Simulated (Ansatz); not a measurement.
Reaction (ligand exchange at the Si–N bond): `CN([SiH2]F)[SiH2]Cl` + `N=C=O` → `O=C=N[SiH2]F` + `CN[SiH2]Cl`

Computed with Ansatz on PBE0-D4/def2-TZVP structures; ΔE is electronic, products minus reactants. CCSD(T)/CBS is the MP2 limit (def2-TZVPP, def2-QZVPP) plus CCSD(T) − MP2 in def2-TZVPP, frozen cores. This one scheme is used for every species. Functionals use def2-TZVPP. B3LYP here is the variant with VWN-RPA as its local correlation; programs differ in this. Each species was taken in one conformer, which may not be the lowest.

**Question.** Is it downhill or uphill in electronic energy at CCSD(T)/CBS, and by how much? (Estimate.)

**Answer.** The calculation gave: Downhill: ΔE = -27.4 kJ/mol.

**Question.** What do these levels give: PBE0-D4, B3LYP-D4, ωB97X-V, ωB97M-V, B2PLYP, r2SCAN, B3LYP, MP2/def2-TZVPP, SCS-MP2/def2-TZVPP, SCS-MP2/def2-QZVPP, MP2/CBS(def2), CCSD/CBS(def2)? (Best estimate.)

**Answer.** Computed: PBE0-D4 -29.3, B3LYP-D4 -30.9, ωB97X-V -29.9, ωB97M-V -28.0, B2PLYP -35.5, r2SCAN -31.5, B3LYP -41.0, MP2/def2-TZVPP -28.0, SCS-MP2/def2-TZVPP -31.4, SCS-MP2/def2-QZVPP -31.9, MP2/CBS(def2) -28.7, CCSD/CBS(def2) -31.7 kJ/mol.

Largest T1 diagnostic among the species: 0.018.

The D4 term adds +10.1 kJ/mol with B3LYP and +5.6 kJ/mol with PBE0; it sums over pairs of atoms, weighted by their polarisabilities, and B3LYP, whose exchange is more repulsive, gets the larger term. From PBE to PBE0 (25 % exact exchange), in def2-TZVPP and without D4, ΔE moves by −3.3 kJ/mol. In def2-TZVPP, CCSD(T) changes the Hartree–Fock value by +26.1 kJ/mol (the triples alone add +4.3 kJ/mol) and MP2 by +24.9 kJ/mol.
